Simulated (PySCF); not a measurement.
H2S, charge +1, doublet, at a GFN2-xTB geometry (a state made from the parent by changing its charge; the spin is typed, not shown lowest). Base run: B3LYP/6-31G* in PySCF.

Here is a job for PySCF.
```python
from pyscf import gto, scf, dft

mol = gto.Mole()
mol.atom = '''
    S    -0.007575    0.103615   -0.002578
    H    -0.929143   -0.900722    0.043071
    H     1.050348   -0.757117   -0.001828
'''
mol.basis = '6-31g*'
mol.charge = 1
mol.spin = 1
mol.verbose = 4
mol.symmetry = True
mol.build()

mf = dft.UKS(mol)
mf.xc = 'b3lyp'
mf.kernel()
mf.analyze()
```

The base run was repeated with changes; each row names its change, and settings that it needs were set with it.

| change | ΔE vs base (eV) | point group used | SCF cycles |
|---|---|---|---|
| base | 0.00 | Cs | 9 |
| irrep_nelec = A':(6, 7) A":(3, 1) | 19.11 | Cs | 9 |
| irrep_nelec = A':(8, 7) A":(1, 1) | 8.30 | Cs | 8 |
| symmetry = off | 0.00 | C1 | 9 |

Open shells are given as the SCF converged; they aren't shown to be the lowest states, and a large step between rows can be another state.
